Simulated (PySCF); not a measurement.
# Mo⁺ (molybdenum, charge +1) across methods

[Kr] 4d5, high-spin 6S determinant. All numbers are calculated (PySCF 2.14, scalar relativity through the core potential, in def2-QZVPPD with the def2 core potential (28 electrons)).

```
method  E (hartree)  mean ε 4p α (eV)  mean ε 4p β (eV)  mean ε 4d α (eV)  Σ⟨r²⟩ (bohr²)   ⟨S²⟩
   LDA     -67.6623           -47.213           -44.151           -11.538          35.21  8.750
  MN15     -67.7027           -50.032           -46.935           -13.291          34.77  8.752
r2SCAN     -67.8757           -48.649           -44.460           -11.560          34.44  8.751
   UHF    -67.33693           -59.895           -51.170           -16.348          33.94  8.752
   PBE     -67.8492           -47.182           -44.036           -11.400          34.97  8.750
  PBE0     -67.8389           -50.510           -46.098           -12.758          34.51  8.751
PBEsol     -67.7301           -47.080           -43.963           -11.400          35.00  8.750
  PW91     -67.8853           -47.266           -44.121           -11.462          34.97  8.750
```

**Question.** Estimate the same row for M06-2X.

**Answer.** E (hartree) = -67.7294; mean ε 4p α (eV) = -52.854; mean ε 4p β (eV) = -48.220; mean ε 4d α (eV) = -14.055; Σ⟨r²⟩ (bohr²) = 34.30; ⟨S²⟩ = 8.750.

Energies and moments cover only the electrons outside the core potential.
